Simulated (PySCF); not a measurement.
Tin: a sound run and one with changed settings

Sound run: Sn+ [Kr] 4d10 5s2 5p1, Sn(2+) [Kr] 4d10 5s2. Calculation: PySCF 2.14, in def2-TZVP with the def2 core potential (28 electrons) (6s5p3d2f, 50 functions); scalar relativity through the core potential. In the sound run the correlated levels freeze 4s2 4p6 4d10 outside the core potential. The sound run starts from symmetry-adapted Hartree-Fock orbitals and uses a fine grid where one is needed.

A second run was set up differently.

```csv
species,method,sound run (hartree),changed run (hartree),converged
Sn+,MP2,-213.12026,-213.40222,yes
Sn(2+),MP2,-212.60775,-212.88484,yes
```

Ionisation energy of Sn+:

```
 method  sound run (eV)  changed run (eV)
    UHF          13.750            13.750
    MP2          13.946            14.078
SCS-MP2          13.933            14.015
```

Question: What was changed?
A. level shift left on
B. all electrons correlated in a valence basis
C. too few SCF iterations
D. basis contracted for another Hamiltonian

Answer: B. A valence basis has no tight correlating functions, so it recovers only part of the core correlation, and not evenly between atom and ion.
